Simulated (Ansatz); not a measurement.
A made-up structure of H2TeS2, singlet:

```json
{"atom": "S1", "x (Å)": "-1.0663", "y (Å)": "-0.7777", "z (Å)": "0.3720"}
{"atom": "S2", "x (Å)": "-0.5787", "y (Å)": "1.0276", "z (Å)": "0.1485"}
{"atom": "Te3", "x (Å)": "1.2904", "y (Å)": "0.4603", "z (Å)": "-0.5896"}
{"atom": "H4", "x (Å)": "-1.1888", "y (Å)": "-0.8113", "z (Å)": "-0.9633"}
{"atom": "H5", "x (Å)": "1.5433", "y (Å)": "0.1010", "z (Å)": "1.0324"}
```

It is relaxed with PBE-D4/def2-SVP and then PBE0-D4/def2-TZVP (Ansatz 0.2.0). Atoms count as bonded within 1.22 times the sum of their covalent radii (H–H: 0.88 Å). The end point is not checked to be a true minimum.

Problem. Does its bonding change? (Judge from chemistry; the calculation decides.)

Solution. Computed: Yes. Formed: none; broken: S1–Te3.

Where it ends: The first stage lowers the energy by 3.09 eV in 10 steps. It ends as H₂TeS₂ ([SH][S][TeH]):
S1  (-1.492, -0.910, 0.216)
S2  (-0.593, 0.928, 0.130)
Te3  (1.710, 0.617, -0.417)
H4  (-1.839, -1.020, -1.081)
H5  (2.214, 0.385, 1.151)
(Å)

Labels in which every atom is bracketed show which atoms are joined, not bond orders.

For scale, one of the runs: PBE0-D4/def2-TZVP relaxation, 136 basis functions, launched by `ansatz run in.yaml --threads 2 --pin off --events-out ev --progress --plain --max-ram 4352MiB`. Hardware: 2 CPU threads of an Arm Neoverse V2, shared host. Wall time about 22 s.
